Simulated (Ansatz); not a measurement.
```yaml
crystal:
  periodic: [false, false, false]
  atoms:
    - {symbol: C, position_ang: [-1.122148, 0.920555, -1.742358]}
    - {symbol: In, position_ang: [0.197591, -0.143555, -0.375970]}
    - {symbol: C, position_ang: [2.157121, 0.697218, 0.064909]}
    - {symbol: C, position_ang: [-0.143010, -2.264469, -0.019946]}
    - {symbol: N, position_ang: [-0.875587, 0.631507, 1.667085]}
    - {symbol: H, position_ang: [-1.060139, 2.001961, -1.596673]}
    - {symbol: H, position_ang: [-0.846263, 0.713602, -2.779359]}
    - {symbol: H, position_ang: [-2.162586, 0.612229, -1.612536]}
    - {symbol: H, position_ang: [2.581475, 0.265558, 0.974913]}
    - {symbol: H, position_ang: [2.107086, 1.782193, 0.186389]}
    - {symbol: H, position_ang: [2.854129, 0.490901, -0.751137]}
    - {symbol: Xx, position_ang: [-1.210241, -2.494889, 0.029335]}
    - {symbol: H, position_ang: [0.325992, -2.592654, 0.911056]}
    - {symbol: H, position_ang: [0.283738, -2.861476, -0.829750]}
    - {symbol: H, position_ang: [-1.055761, 1.627703, 1.626670]}
    - {symbol: H, position_ang: [-1.760478, 0.160228, 1.813210]}
    - {symbol: H, position_ang: [-0.290121, 0.452988, 2.474462]}
basis:
  gaussian: {orbitals: def2-mTZVPP}
hamiltonian: {xc: {name: PBE}}
scf: {lower_state_search: full}
output: {forces: true}
```

```sh
$ ansatz run in.yaml --threads 4 --pin off --events-out ev --progress --plain --max-ram 11315MiB
```

Question: How does Ansatz answer? (An estimate is asked.)

Answer: Computed: The program refused the input.
```
Error: YAML parse error: error: line 15 column 16: `Xx` is not an element symbol (H … Og, case-exact)
  --> <input>:15:16
   |
13 |     - {symbol: H, position_ang: [2.107086, 1.782193, 0.186389]}
14 |     - {symbol: H, position_ang: [2.854129, 0.490901, -0.751137]}
15 |     - {symbol: Xx, position_ang: [-1.210241, -2.494889, 0.029335]}
   |                ^ `Xx` is not an element symbol (H … Og, case-exact)
16 |     - {symbol: H, position_ang: [0.325992, -2.592654, 0.911056]}
17 |     - {symbol: H, position_ang: [0.283738, -2.861476, -0.829750]}
   |
```
